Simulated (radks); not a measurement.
The numbers below are computed, except where a source is named.
Spherical jellium clusters: N electrons in a uniform positive sphere of charge N and radius rs N^(1/3), rs = 2.84 bohr. Level of theory: non-relativistic Kohn-Sham, LDA (Slater exchange, Perdew-Wang correlation), spin-polarised, spherical densities (a radial shooting solver with Libxc functionals). Levels are named by radial order and angular momentum (1s, 1p, 1d, 2s, ...), and open shells are averaged over m. At N = 14 the configuration is 1s2 1p6 1d(up 5, down 0) 2s(up 1, down 0). The background grows by one charge. Does electron 15 go into 2s down or 1d down or 1f up?

Answer. Into 1d down. The total energies of the other choices lie higher by 0.652 eV (2s down), 1.59 eV (1f up). A rearrangement to 1s2 1p6 1d(up 5, down 2) is lower still, by 0.101 eV.
